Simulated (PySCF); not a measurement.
PySCF 2.14 output of an unrestricted r2SCAN calculation on a single atom or ion in dyall-av2z (16s12p8d, 92 functions), with no relativity, point nucleus:

```
SCF conv_tol = 1e-09
number electrons alpha = 18  beta = 16
    J. W. Furness, A. D. Kaplan, J. Ning, J. P. Perdew, and J. Sun.,  J. Phys. Chem. Lett. 11, 8208-8215 (2020)
    J. W. Furness, A. D. Kaplan, J. Ning, J. P. Perdew, and J. Sun.,  J. Phys. Chem. Lett. 11, 9248-9248 (2020)
    J. W. Furness, A. D. Kaplan, J. Ning, J. P. Perdew, and J. Sun.,  J. Phys. Chem. Lett. 11, 8208-8215 (2020)
    J. W. Furness, A. D. Kaplan, J. Ning, J. P. Perdew, and J. Sun.,  J. Phys. Chem. Lett. 11, 9248-9248 (2020)
cycle= 1 E= -2573.22448756282  delta_E= -0.0163  |g|= 0.0475  |ddm|= 0.125
cycle= 2 E= -2573.22461549714  delta_E= -0.000128  |g|= 0.0391  |ddm|= 0.0256
cycle= 3 E= -2573.22470194373  delta_E= -8.64e-05  |g|= 0.00392  |ddm|= 0.00562
cycle= 4 E= -2573.22470444189  delta_E= -2.5e-06  |g|= 0.000802  |ddm|= 0.00301
cycle= 5 E= -2573.22470464477  delta_E= -2.03e-07  |g|= 0.000242  |ddm|= 0.00108
cycle= 6 E= -2573.22470466201  delta_E= -1.72e-08  |g|= 1.97e-05  |ddm|= 0.000276
cycle= 7 E= -2573.22470466211  delta_E= -1.05e-10  |g|= 3.75e-07  |ddm|= 2.71e-05
converged SCF energy = -2573.22470466211  <S^2> = 2.0045009  2S+1 = 3.0029991
```

The run itself started from symmetry-adapted Hartree-Fock orbitals and held the occupation by maximum overlap, on a logarithmic radial grid, so the iterations belong to that start.

Problem. Which element, charge and spin multiplicity is this?

Solution. Br+ (bromine, charge +1), multiplicity 3; the state was [Ar] 3d10 4s1 4p5, high-spin 3P determinant (an excited configuration).
